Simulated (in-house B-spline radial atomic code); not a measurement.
Ti⁴⁺. Computed with a B-spline radial atomic code. Model: all-electron spherical atom, spin shells full or empty, radial basis limit, no spin-orbit coupling, Breit or QED, empty-state partial waves extrapolated as (l+1/2)^-4, RPA, G0W0 and static COHSEX of the highest shell as one setting changes (uncorrelated shells keep exact exchange).

Given: element Ti; charge 4; filled core Ne; hamiltonian one-electron scalar X2C; mean-field start LDA VWN5; highest l of empty states 9; nuclear rms radius 3.5921 fm; highest mean-field shell 3p.

Shell: 3s 1 1, 3p 3 3 (electrons up and down).

```tsv
lowest nl shells left uncorrelated	RPA correlation energy (hartree)	G0W0 level (eV)	G0W0 minus most complete (meV)	COHSEX level (eV)	linearised minus solved G0W0 (meV)
0	-1.2139	-99.434	0	-103.41	-26.8
1	-1.0734	-99.424	9.8	-103.41	-26.7
2	?	?	?	?	?
3	?	?	?	?	?
4	-0.35251	-100.33	-897.5	-103.9	-7.2
```

Problem. What follows for lowest nl shells left uncorrelated = 2?

Solution. RPA correlation energy -0.91707 hartree; G0W0 level -99.407 eV; G0W0 minus most complete 26.7 meV; COHSEX level -103.4 eV; linearised minus solved G0W0 -26.6 meV.

Problem. What follows for lowest nl shells left uncorrelated = 3?

Solution. RPA correlation energy -0.49266 hartree; G0W0 level -99.258 eV; G0W0 minus most complete 175.8 meV; COHSEX level -103.11 eV; linearised minus solved G0W0 -26 meV.
